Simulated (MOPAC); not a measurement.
Input file for MOPAC: PM6 on H3NSn (SMILES [NH2][SnH]), a point of a torsion scan.

```
PM6 1SCF PRECISE CHARGE=0 THREADS=1
H3NSn

N     -0.83570249 1    -0.04304398 1    -0.24635738 1
Sn     1.07074184 1    -0.91217165 1    -0.39671954 1
H     -1.52926415 1    -0.49081930 1     0.34264288 1
H     -0.84818021 1     0.93440765 1     0.03301721 1
H      1.95844580 1    -0.02673597 1     1.03155466 1
```

Output:

```
*******************************************************************************
 **                                                                           **
 **                              MOPAC v23.2.5                                **
 **                                                                           **
 *******************************************************************************
 ** MOPAC's Digital Object Identifier: https://doi.org/10.5281/zenodo.6511958 **
 **                                                                           **
 ** Please cite the open-source release paper for use of this MOPAC version:  **
 ** J. E. Moussa and J. J. P. Stewart (2026)                                  **
 ** MOPAC: An open-source semiempirical molecular orbital program             **
 ** J. Open Source Softw., 11(119), 8025, https://doi.org/10.21105/joss.08025 **
 *******************************************************************************

                              PM6 CALCULATION RESULTS

 *******************************************************************************
 *  PM6        - The PM6 Hamiltonian to be used
 *
 *
 *
 *                 CHARGE ON SYSTEM = 0
 *
 *
 *
 *  PRECISE    - TIGHTER CRITERIA TO BE USED
 *  1SCF       - DO 1 SCF AND THEN STOP
 *  THREADS=1  - MULTI-THREADING NOT USED
 *  T=         - A TIME OF 172800.0 SECONDS REQUESTED
 *  DUMP=N     - RESTART FILE WRITTEN EVERY 7200.0 SECONDS REQUESTED
 *******************************************************************************
PM6 1SCF PRECISE CHARGE=0 THREADS=1
 H3NSn

   ATOM   CHEMICAL          X               Y               Z
  NUMBER   SYMBOL      (ANGSTROMS)     (ANGSTROMS)     (ANGSTROMS)

     1       N         -0.83570249  *  -0.04304398  *  -0.24635738  *
     2      Sn          1.07074184  *  -0.91217165  *  -0.39671954  *
     3       H         -1.52926415  *  -0.49081930  *   0.34264288  *
     4       H         -0.84818021  *   0.93440765  *   0.03301721  *
     5       H          1.95844580  *  -0.02673597  *   1.03155466  *



          CARTESIAN COORDINATES

    NO.       ATOM           X           Y           Z

     1         N         -0.8357     -0.0430     -0.2464
     2        Sn          1.0707     -0.9122     -0.3967
     3         H         -1.5293     -0.4908      0.3426
     4         H         -0.8482      0.9344      0.0330
     5         H          1.9584     -0.0267      1.0316

 General Reference for PM6:
 "Optimization of Parameters for Semiempirical Methods V: Modification of NDDO Approximations
 and Application to 70 Elements", J. J. P. Stewart, J. Mol. Mod., 13, 1173-1213 (2007)
 URL: https://link.springer.com/article/10.1007/s00894-007-0233-4

           Empirical Formula: H3 N Sn  =     5 atoms



      MOLECULAR POINT GROUP   :   C1


      RHF CALCULATION, NO. OF DOUBLY OCCUPIED LEVELS = 6


 -------------------------------------------------------------------------------
 PM6 1SCF PRECISE CHARGE=0 THREADS=1
 H3NSn



     1SCF WAS SPECIFIED, SO BFGS WAS NOT USED
     SCF FIELD WAS ACHIEVED


                              PM6 CALCULATION
                                                       MOPAC v23.2.5 Linux




          FINAL HEAT OF FORMATION =         64.25316 KCAL/MOL =     268.83523 KJ/MOL


          COSMO AREA              =         97.46 SQUARE ANGSTROMS
          COSMO VOLUME            =         85.37 CUBIC ANGSTROMS

          IONIZATION POTENTIAL    =          8.075091 EV
          HOMO LUMO ENERGIES (EV) =         -8.075 -0.877
          NO. OF FILLED LEVELS    =          6
          MOLECULAR WEIGHT        =        135.7204         POINT GROUP:  C1

          MOLECULAR DIMENSIONS (Angstroms)

            Atom       Atom       Distance
            H     5    H     3     3.58526
            H     4   Sn     2     2.21120
           Sn     2    H     5     0.88558


          SCF CALCULATIONS        =          1





   ATOM   CHEMICAL          X               Y               Z
  NUMBER   SYMBOL      (ANGSTROMS)     (ANGSTROMS)     (ANGSTROMS)

     1       N         -0.83570249  *  -0.04304398  *  -0.24635738  *
     2      Sn          1.07074184  *  -0.91217165  *  -0.39671954  *
     3       H         -1.52926415  *  -0.49081930  *   0.34264288  *
     4       H         -0.84818021  *   0.93440765  *   0.03301721  *
     5       H          1.95844580  *  -0.02673597  *   1.03155466  *

                             CARTESIAN COORDINATES

   1    N       -0.835702490    -0.043043980    -0.246357380
   2   Sn        1.070741840    -0.912171650    -0.396719540
   3    H       -1.529264150    -0.490819300     0.342642880
   4    H       -0.848180210     0.934407650     0.033017210
   5    H        1.958445800    -0.026735970     1.031554660


           Empirical Formula: H3 N Sn  =     5 atoms



      MOLECULAR POINT GROUP   :   C1


                  EIGENVALUES
 -28.87362 -15.55556 -14.90826 -12.03688  -9.09112  -8.07509  -0.87729   1.61924
   2.66708   6.16536   7.21328


              NET ATOMIC CHARGES AND DIPOLE CONTRIBUTIONS

  ATOM NO.   TYPE          CHARGE      No. of ELECS.   s-Pop       p-Pop
    1          N          -0.779206        5.7792     1.62609     4.15311
    2         Sn           0.468007        3.5320     1.83347     1.69853
    3          H           0.223834        0.7762     0.77617
    4          H           0.202782        0.7972     0.79722
    5          H          -0.115417        1.1154     1.11542
 DIPOLE           X         Y         Z       TOTAL
 POINT-CHG.     1.979    -1.492    -0.141     2.482
 HYBRID        -1.184     2.299     2.533     3.620
 SUM            0.795     0.807     2.392     2.647


          ATOMIC ORBITAL ELECTRON POPULATIONS

     Atom    s        px        py        pz
    1  N   1.62609   1.32420   1.18961   1.63930
    2 Sn   1.83347   0.58526   0.48496   0.62831
    3  H   0.77617
    4  H   0.79722
    5  H   1.11542

 **********************
 *                    *
 * JOB ENDED NORMALLY *
 *                    *
 **********************




 == MOPAC DONE ==
```

The run finished.

Cost: about 0.03 core-seconds (a rough figure).
